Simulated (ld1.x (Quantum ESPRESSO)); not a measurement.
# rhenium: one change to a TM potential, before and after

```json
{"Element": "Re", "Generator": "ld1.x (Quantum ESPRESSO) 7.5", "Type": "norm-conserving Troullier–Martins (Kleinman–Bylander form)", "Functional": "PBEsol", "Relativity": "fully relativistic", "Frozen core": "[Kr] 4d10 4f14 5s2", "Valence charge": "13", "Reference configuration": "5p6 5d5 6s2 6p0", "Partial waves": "6s (bound): rc 2.30 bohr; 5p (bound): rc 1.55 bohr; 5d (bound): rc 2.65 bohr", "Local potential": "all-electron potential smoothed inside 2.40 bohr (lloc = -1)", "Core correction": "none"}
```

Open shells are filled in proportion to 2j + 1 (rel_dist='average').

Change: wave 6s (bound): rc 2.30 bohr becomes 6s (bound): rc 2.12 bohr.

Cutoffs: the cutoffs (Ry, on a coarse ladder) from which the occupation-weighted sum of valence levels, in a spherical-Bessel basis at the reference potential, stays within 10 and 1 mRy of its value at 400 Ry; they do not see the model core or the augmentation charge, which bear on the density cutoff. Errors are all-electron minus pseudo energies relative to the spin-unpolarised reference configuration.

What does the change do?

The potential gets neither clearly harder nor softer (55 Ry and 100 Ry → 55 Ry and 100 Ry); both files keep a bound ghost (s); the number of tests that count goes from 6 to 7; of the 6 tests that both files solve, the error grows in 2 and shrinks in 2 by more than 15 % and 0.3 meV (median size 13.2 → 10.5 meV).

```tsv
quantity	base	changed
cutoff, loose	55 Ry	55 Ry
cutoff, tight	100 Ry	100 Ry
bound ghosts	s	s
tests counted (converged, no solver errors)	6 of 7	7 of 7
error for 5p6 5d5 6s1 6p0, meV [ΔE 9.30 eV]	+1.2	+3.9
error for 5p6 5d5 6s0 6p0, meV [ΔE 25.65 eV]	-23	-17
error for 5p6 5d4 6s0 6p0, meV [ΔE 52.79 eV]	+3.3	-2.0
error for 5p6 5d5 6s1 6p1, meV [ΔE 4.80 eV]	-136	-135
error for 5p6 5d5 6s1.5 6p0, meV [ΔE 3.81 eV]	+0.4	+1.0
error for 5p6 5d5 6s0 6p2, meV [ΔE 9.86 eV]	-327	-323
s: phases at 2.90 bohr within 0.05 rad from the reference energy up to (Ry; the scan ends near 5)	-0.2	-0.2
p1/2: phases at 2.90 bohr within 0.05 rad from the reference energy up to (Ry; the scan ends near 5)	-0.4	-0.4
p3/2: phases at 2.90 bohr within 0.05 rad from the reference energy up to (Ry; the scan ends near 5)	-0.1	-0.1
d3/2: phases at 2.90 bohr within 0.05 rad from the reference energy up to (Ry; the scan ends near 5)	1.5	1.5
d5/2: phases at 2.90 bohr within 0.05 rad from the reference energy up to (Ry; the scan ends near 5)	1.6	1.6
```

Base: Tests not counted: 5p6 5d6 6s1 6p0 (solver errors, printed error -944 eV). ld1.x printed “convergence not achieved” for 3 of the counted tests; their residual had stalled under 1e-8, short of the target of 1e-14. Changed file: ld1.x printed “convergence not achieved” for 4 of the counted tests; their residual had stalled under 1e-8, short of the target of 1e-14. A true bound ghost makes a file unfit for plane-wave use even where its test errors are small: the radial tests pick states by their node count and pass the ghost by. Where a test does run into it, the solver fails or the error is huge.
